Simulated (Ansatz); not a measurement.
The cluster Na₅O₃. Total charge 0; doublet. Geometry r2SCAN-D4/def2-SVP; atoms count from 1.

```xyz
8

Na    2.9768   -0.5800    1.4019
Na   -0.5096    0.6357    1.0412
Na    0.3271   -0.4748   -1.1738
Na   -2.2835    2.1496   -1.9496
Na    0.6701   -2.8365    1.6576
O    -0.5244    1.5657   -0.9755
O     0.9955   -0.9387    0.8545
O    -1.6522    0.4789   -0.8564
```

The structure holds 1 bond(s) between oxygen atoms. Another isomer (doublet) lies 0.05 eV lower at PBE0-D4/def2-TZVP; other spin states weren't run for this one.

(1) Estimate the Mulliken populations from the PBE0/def2-TZVP orbitals of Ansatz.

(2) Where does the spin sit?

(3) And the Mayer bond orders between heavy atoms (over 0.3)?

## Answers

(1) 
```tsv
atom	charge (e)	spin (α − β)
Na1	0.29	0.46
Na2	0.68	0.04
Na3	0.68	0.04
Na4	0.76	0.00
Na5	0.29	0.46
O6	-0.73	0.00
O7	-1.24	-0.01
O8	-0.73	0.00
```
Mulliken values depend strongly on the basis.

(2) Summed by element: Na 1.01, O -0.01, of 1 unpaired in all. Largest on single atoms: Na1 0.46, Na5 0.46, Na2 0.04.

(3) Na1–Na5 0.40 (3.24 Å); Na1–O7 0.43 (2.09 Å); Na5–O7 0.43 (2.09 Å); O6–O8 0.83 (1.57 Å).
